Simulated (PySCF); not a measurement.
# Exercise with solution: oscillator strength and radiative lifetime

C5H5Cl, SMILES CC#C/C=C\Cl.

The structure is a stationary point at PBE0-D3(BJ)/def2-SVP. The structure was generated by enumeration; whether it is a known compound was not checked.

TDDFT-ωB97X/def2-SVPD (PySCF 2.14.0) puts the first singlet state with f over 0.02 at 5.42 eV (vertical), with the transition dipole (-1.499, -0.108, 0.696) in atomic units.

Question: Find the oscillator strength, the wavelength and the radiative lifetime that this transition would have in vacuum if emission retraced absorption.

Answer: 
|μ|² = 2.7431 au, so |μ| = 4.21 D. ΔE = 5.42/27.211 = 0.1992 hartree. f = (2/3) ΔE |μ|² = 0.364 (the program prints 0.364).
λ = 1239.84/5.42 = 229 nm; ν = 43715 cm⁻¹.
Einstein's coefficient A = 0.6670 ν² f s⁻¹ (ν in cm⁻¹) = 4.6e8 s⁻¹, so τ = 1/A = 2.2 ns. This state is S2; the lower singlet has f = 0.000. The figure is the radiative limit of this one transition; relaxation, internal conversion, crossing to triplets and a medium change what is measured.
